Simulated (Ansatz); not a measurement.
One change: `[SiH3]C1CC1` becomes `NCC1CC1`.

Ansatz, PBE0-D4/def2-TZVP geometries, multiplicity 1. Each molecule was computed in one conformer, which needn't be the lowest.

```tsv
property	`[SiH3]C1CC1`
HOMO energy (PBE0/def2-TZVPP) / eV	-8.31
size of the dipole moment (PBE/def2-TZVPP) / D	1.01
HOMO energy (PBE/def2-TZVPP) / eV	-7.06
HOMO–LUMO gap (PBE/def2-TZVPP) / eV	7.11
HOMO–LUMO gap (PBE0/def2-TZVPP) / eV	9.18
size of the dipole moment (ωB97M-V/def2-TZVPP) / D	0.96
```

(1) What does the change do to each property? (An estimate is asked.)

Answers

(1) The calculation gave: 
| property | `NCC1CC1` | shift |
| --- | --- | --- |
| HOMO energy (PBE0/def2-TZVPP) / eV | -6.79 | 1.52 |
| size of the dipole moment (PBE/def2-TZVPP) / D | 1.30 | 0.29 |
| HOMO energy (PBE/def2-TZVPP) / eV | -5.32 | 1.74 |
| HOMO–LUMO gap (PBE/def2-TZVPP) / eV | 5.71 | -1.40 |
| HOMO–LUMO gap (PBE0/def2-TZVPP) / eV | 8.00 | -1.18 |
| size of the dipole moment (ωB97M-V/def2-TZVPP) / D | 1.37 | 0.41 |

With PBE0 the HOMO rises by 1.52 eV and the LUMO rises by 0.34 eV, so the gap narrows by about 1.18 eV. PBE moves the HOMO by 1.74 eV and ωB97M-V by 1.38 eV. Dipoles are sizes alone; their direction can turn.
